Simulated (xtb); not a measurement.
C4H9Cl3Sn, triplet, at the geometry of the source list (GFN-xTB shapes and energies of metal compounds can be far from the true ones) (a higher spin typed on purpose: for a closed-shell molecule this is an excited state); GFN2-xTB with GBSA(acetonitrile) (xtb).

Here is a job for xtb.
```
$ xtb mol.xyz --gfn 2 --uhf 2 --gbsa acetonitrile --json

# file mol.xyz
17

C     -2.55570000     0.21460000     0.05930000
C     -1.07930000     0.34140000    -0.29060000
C     -0.31020000    -0.93140000     0.04990000
C      1.08890000    -0.96070000    -0.48800000
Sn     2.46520000     0.66390000     0.34860000
Cl     2.88530000     2.37870000    -1.19710000
Cl     1.72010000     1.73630000     2.30180000
Cl     4.57080000    -0.20270000     0.90680000
H     -3.03530000    -0.54530000    -0.55730000
H     -3.06480000     1.16040000    -0.09950000
H     -2.67630000    -0.06830000     1.10360000
H     -0.64780000     1.17620000     0.26630000
H     -0.97110000     0.56080000    -1.35220000
H     -0.30980000    -1.08030000     1.13240000
H     -0.83350000    -1.78830000    -0.39220000
H      1.62230000    -1.87260000    -0.23250000
H      1.13130000    -0.78260000    -1.55940000
```

Task: Predict the main parts of the log of this xtb run.

Result: 
```
   ID    Z sym.   atoms
    1    6 C      1-4
    2   50 Sn     5
    3   17 Cl     6-8
    4    1 H      9-17

           -------------------------------------------------
          |                Calculation Setup                |
           -------------------------------------------------

           -------------------------------------------------
          |                 G F N 2 - x T B                 |
           -------------------------------------------------

      * Solvation model:               GBSA
        Solvent                        acetonitrile
        Parameter file                 internal GFN2-xTB/GBSA
        Dielectric constant                3.7500E+01
        Reference state                gsolv [1 M gas/solution]
        Free energy shift                  2.0473E-03 Eh       1.2847E+00 kcal/mol
        Temperature                        2.9815E+02 K
        Density                            7.8600E-01 kg/L
        Solvent mass                       4.1050E+01 g/mol
        Interaction kernel             Still
        Born radius scaling (c1)           1.5800E+00
        Born radii integrator          GBOBC
        Born offset                        1.3788E-02 a0       2.6056E-02 AA
        H-bond correction              true
        Ion screening                  false
        Surface tension                    1.0000E-05 Eh       1.5569E+01 dyn/cm
        Grid points                               230 per atom

          ...................................................
          :                      SETUP                      :
          :.................................................:
          :  # basis functions                  65          :
          :  # atomic orbitals                  61          :
          :  # shells                           29          :
          :  # electrons                        50          :
          :  max. iterations                   250          :
          :  Hamiltonian                  GFN2-xTB          :
          :  restarted?                      false          :
          :  GBSA solvation                   true          :
          :  PC potential                    false          :
          :  electronic temp.          300.0000000     K    :
          :  accuracy                    1.0000000          :
          :  -> integral cutoff          0.2500000E+02      :
          :  -> integral neglect         0.1000000E-07      :
[...]
         :: total energy             -28.945311580622 Eh    ::
[...]

 ---------------------------------------------------------------------------
     #   Z sym  total        # sym  WBO       # sym  WBO       # sym  WBO
 ---------------------------------------------------------------------------
     1   6 C    3.991 --     2 C    1.021    11 H    0.986    10 H    0.984
                             9 H    0.981
     2   6 C    3.985 --     1 C    1.021     3 C    1.007    13 H    0.966
                            12 H    0.933
     3   6 C    3.991 --     4 C    1.108     2 C    1.007    14 H    0.943
                            15 H    0.865
     4   6 C    3.581 --     3 C    1.108    16 H    0.949    17 H    0.947
                             5 Sn   0.361
     5  50 Sn   2.820 --     7 Cl   0.785     6 Cl   0.778     8 Cl   0.777
                             4 C    0.361
     6  17 Cl   1.147 --     5 Sn   0.778     7 Cl   0.158     8 Cl   0.149
     7  17 Cl   1.170 --     5 Sn   0.785     6 Cl   0.158     8 Cl   0.152
     8  17 Cl   1.126 --     5 Sn   0.777     7 Cl   0.152     6 Cl   0.149
     9   1 H    0.992 --     1 C    0.981
    10   1 H    0.996 --     1 C    0.984
    11   1 H    0.997 --     1 C    0.986
    12   1 H    0.989 --     2 C    0.933
    13   1 H    0.995 --     2 C    0.966
    14   1 H    0.993 --     3 C    0.943
    15   1 H    0.960 --     3 C    0.865
    16   1 H    0.994 --     4 C    0.949
    17   1 H    0.993 --     4 C    0.947
 ---------------------------------------------------------------------------

Topologies differ in total number of bonds
Writing topology from bond orders to xtbtopo.mol

molecular dipole:
                 x           y           z       tot (Debye)
 q only:       -2.596      -1.681      -0.742
   full:       -2.519      -1.869      -0.831       8.247
molecular quadrupole (traceless):
                xx          xy          yy          xz          yz          zz
 q only:      -11.847      -7.919       6.436      -4.373      -0.198       5.411
  q+dip:      -12.635      -6.848       7.047      -3.510       0.809       5.588
   full:      -11.890      -5.897       7.216      -3.290       1.161       4.674

           -------------------------------------------------
          | TOTAL ENERGY              -28.945311580622 Eh   |
          | GRADIENT NORM               0.088108611464 Eh/α |
          | HOMO-LUMO GAP               5.414592955349 eV   |
           -------------------------------------------------

normal termination of xtb
```
